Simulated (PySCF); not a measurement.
Molfile (atoms numbered from 1):
```
C5H3FOSi
     RDKit          3D

 11 10  0  0  0  0  0  0  0  0999 V2000
   -4.6045    0.1999   -0.1251 O   0  0  0  0  0  0  0  0  0  0  0  0
   -3.6766   -0.5578   -0.0091 C   0  0  0  0  0  0  0  0  0  0  0  0
   -2.3033   -0.1953   -0.0071 C   0  0  0  0  0  0  0  0  0  0  0  0
   -1.1286    0.1160   -0.0059 C   0  0  0  0  0  0  0  0  0  0  0  0
    0.1795    0.4553   -0.0029 C   0  0  0  0  0  0  0  0  0  0  0  0
    1.3549    0.7634   -0.0021 C   0  0  0  0  0  0  0  0  0  0  0  0
    3.1226    1.2954   -0.0075 Si  0  0  0  0  0  4  0  0  0  0  0  0
    4.0091   -0.0332    0.1728 F   0  0  0  0  0  0  0  0  0  0  0  0
   -3.8224   -1.6517    0.1123 H   0  0  0  0  0  0  0  0  0  0  0  0
    3.4761    1.8360   -1.3096 H   0  0  0  0  0  0  0  0  0  0  0  0
    3.3987    2.1185    1.1582 H   0  0  0  0  0  0  0  0  0  0  0  0
  1  2  2  0
  2  3  1  0
  3  4  3  0
  4  5  1  0
  5  6  3  0
  6  7  1  0
  7  8  1  0
  2  9  1  0
  7 10  1  0
  7 11  1  0
M  END
```

[PySCF 2.14: shieldings: GIAO PBE0/pcSseg-1; coordinates at the GFN2-xTB level; one averaged value for each set of equivalent atoms; one conformer; gas phase; relativity neglected]

Shifts are taken against calculated references (same method and geometry level): 13C (186.93 ppm), 1H (31.72 ppm), 29Si (349.16 ppm) vs TMS; 17O (336.08 ppm) vs H2O; CFCl3 for 19F (170.95 ppm).

```tsv
atoms	nucleus	count	δ (ppm)
O1	17O	1	776.2
C5	13C	1	?
Si7	29Si	1	-30.0
C2	13C	1	?
H10/H11	1H	2	5.25
C6	13C	1	102.1
C3	13C	1	?
H9	1H	1	9.58
F8	19F	1	-217.1
C4	13C	1	87.7
```

Q: Fill in the missing shifts.

A: 
- C2: 180.8 ppm, aldehyde carbonyl carbon; the double bond to the heteroatom, with no lone-pair donor beside it, deshields it most
- C5: 97.5 ppm, alkyne carbon; sp carbons lie upfield of alkene carbons because the cylindrical π system leaves one tensor component strongly shielded
- C3: 77.9 ppm, alkyne carbon; the triple bond shields along its axis, which puts it between sp3 and sp2 carbons

Shifts are as computed. Against solution values, carbons near 30 ppm lie about +3 ppm off and those near 130 ppm about +5 ppm. Of 1309 compounds with measured shifts, 239 miss one by over three times the rms of a fit or turn the order of signals round; such compounds aren't used in these exercises. Unscaled 19F shifts against computed CFCl3 carry errors that often reach 10 to 50 ppm. Unscaled 17O shifts of doubly bonded oxygen tend to come out too high, by tens of ppm or more. Experimental scales use liquid or dissolved standards, which lie at an offset from isolated H2O (liquid H2O: subtract about 36 ppm).
